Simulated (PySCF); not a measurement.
Sn⁴⁶⁺ (tin, charge +46): Hartree-Fock from Schrödinger to Dirac-Coulomb-Breit

Occupied: 1s1/2, 2s1/2. Hartree-Fock calculated with PySCF 2.14 in an even-tempered Gaussian basis (16 s from 8.1 bohr⁻², ratio 2.7; 12 p from 9.7 bohr⁻², ratio 2.7), Gaussian nucleus throughout. NR is non-relativistic, sf-X2C the spin-free one-electron X2C Hamiltonian, X2C adds the bare one-electron spin-orbit term, X2C-SNSO screens it by Boettger's factors, DC is four-component Dirac-Coulomb, and the Gaunt and Breit terms are added at first order (total energies over the DC spinors, levels after relaxing the spinors in that mean field). QED terms are absent. Levels marked empty are virtual spinors of this ion.

| Hamiltonian | E (hartree) | E − E(DC) (hartree) | CPU seconds |
| --- | --- | --- | --- |
| NR | -3047.1339 | 112.6439 | 0.22 |
| sf-X2C | -3158.7636 | 1.0142 | 0.13 |
| X2C | -3158.7636 | 1.0142 | 0.13 |
| X2C-SNSO | -3158.7636 | 1.0142 | 0.13 |
| DC | -3159.7778 | 0.0000 | 2.2 |
| DC+Gaunt | -3157.6811 | 2.0967 | 3.6 |
| DC+Breit | -3157.7236 | 2.0542 | 28 |

Question: Give the 2p spin-orbit interval with each Hamiltonian that has one.

Answer: X2C 272.1; X2C-SNSO 260.7; DC 262.6; DC+Gaunt 258.1; DC+Breit 258.1 (eV).

| level (eV) | NR | sf-X2C | X2C | X2C-SNSO | DC | DC+Gaunt | DC+Breit |
| --- | --- | --- | --- | --- | --- | --- | --- |
| 1s1/2 | -32642.0 | -33753.5 | -33753.5 | -33753.5 | -33778.0 | -33727.7 | -33728.2 |
| 2s1/2 | -7769.7 | -8103.9 | -8103.9 | -8103.9 | -8106.5 | -8100.8 | -8101.4 |
| 2p1/2 (empty) | -7488.5 | -7615.4 | -7803.3 | -7795.2 | -7797.5 | -7787.0 | -7788.5 |
| 2p3/2 (empty) | -7488.5 | -7615.4 | -7531.2 | -7534.4 | -7534.9 | -7528.9 | -7530.4 |
| 3s1/2 (empty) | -3300.8 | -3413.9 | -3413.9 | -3413.9 | -3414.6 | -3412.9 | -3413.2 |

Weight of the small component: 1s1/2 0.0340, 2s1/2 0.00806, 2p1/2 0.00793, 2p3/2 0.00765, 3s1/2 0.00340.

Koopmans' value for the highest occupied level at DC+Breit: 8101.4 eV, against an ionisation energy of 8103 ± 7 eV (semi-empirical (NIST evaluation); NIST Atomic Spectra Database, ionization energies); the former lacks relaxation, correlation, QED and recoil.

The whole ladder took 35 s of wall time on 1 thread of Neoverse-V1 (shared host), launched as `OMP_NUM_THREADS=1 python relrun2.py TASK.json OUT` (a driver that calls PySCF for each Hamiltonian).
